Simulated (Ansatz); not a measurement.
`C[SiH2]CCF` + H₂ → `C[SiH2]C` + `CF` at 600 K and 1 bar (hydrogenolysis of a C–C bond).

Computed with Ansatz on PBE0-D4/def2-TZVP structures; ΔE is electronic, products minus reactants. CBS: MP2 limit from def2 TZ/QZ plus the TZ coupled-cluster correction, frozen cores. This one scheme is used for every species. One conformer a species, not always the lowest.

```
     species  CCSD(T)/CBS energy (Eh)  H − E (kJ/mol)  S (J/(mol·K))
`C[SiH2]CCF`               -508.45493           364.5          462.8
          H₂                 -1.17544            43.9          150.8
  `C[SiH2]C`               -370.01595           290.4          379.7
        `CF`               -139.63461           127.6          254.6
```

H − E and S are ideal-gas, rigid-rotor, harmonic terms from PBE0-D4/def2-TZVP, for one conformer and one mirror image of each species. For small species the MP2-based limit differs from directly extrapolated CCSD(T) by up to some mEh (0.8 for H₂); such offsets cancel only in part. 1 Eh = 2625.50 kJ/mol, R = 8.31446 J/(mol·K).

**Question.** By hand: ΔE, ΔH, ΔS and ΔG.

**Answer.** ΔE = (-370.01595) + (-139.63461) − (-508.45493) − (-1.17544) = -0.02019 Eh = -53.0 kJ/mol. Δ(H − E) = 290.4 + 127.6 − 364.5 − 43.9 = 9.6, so ΔH = -43.4 kJ/mol. ΔS = 379.7 + 254.6 − 462.8 − 150.8 = 20.7 J/(mol·K). ΔG = -43.4 − 600 × (20.7)/1000 = -55.8 kJ/mol.

**Question.** By hand: the equilibrium constant, and the temperature at which ΔG would vanish if ΔH and ΔS stayed fixed.

**Answer.** log₁₀ K = −ΔG/(RT ln 10) = 4.9. ΔH and −TΔS have one sign here, so there is no such temperature.

ΔH outweighs TΔS. A doubt of 5 kJ/mol in ΔE shifts log₁₀ K by 0.4 here. Other conformers and mirror images would add mixing entropy, several J/(mol·K) or more a flexible species. Modes under 60 cm⁻¹, often nearly free rotors, make the harmonic entropy too high. These are equilibria of isolated gas molecules and say nothing of rates. Largest T1 diagnostic: 0.010 (customary marks: 0.02 for closed shells, 0.045 for open ones).
